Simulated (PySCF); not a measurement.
O⁶⁺: ionisation energy

O⁶⁺ 1s2 (1S) → O⁷⁺ 1s1 (2S), as a difference of total energies. Calculation: PySCF 2.14, in an uncontracted even-tempered set (15 s from 2.2 bohr⁻², ratio 2.2; 7 p from 3.6 bohr⁻², ratio 2.4; 4 d from 11 bohr⁻², ratio 2.4; 3 f from 16 bohr⁻², ratio 2.4; 3 g from 24 bohr⁻², ratio 2.4); the non-relativistic Hamiltonian (point nucleus). Correlated levels: nothing frozen; virtual orbitals above 40 to 60 times the deepest correlated orbital energy dropped. The calculations carry no spin-orbit coupling.

| method | ionisation energy (eV) |
| --- | --- |
| UHF | 737.73 |
| LDA | 732.95 |
| PBE | 737.80 |
| PBE0 | 738.06 |
| r2SCAN | 739.03 |
| PW91 | 738.25 |
| revPBE | 738.71 |
| MP2 (all electrons) | 738.91 |
| SCS-MP2 (all electrons) | 739.15 |

**Question.** How much does correlation contribute at MP2 (all electrons)?

**Answer.** 738.91 − (737.73) = 1.18 eV, measured against UHF.

These non-relativistic numbers lack the scalar-relativistic shift.

For comparison: 739.33 eV (theoretical estimate listed by NIST; NIST Atomic Spectra Database, ionization energies).
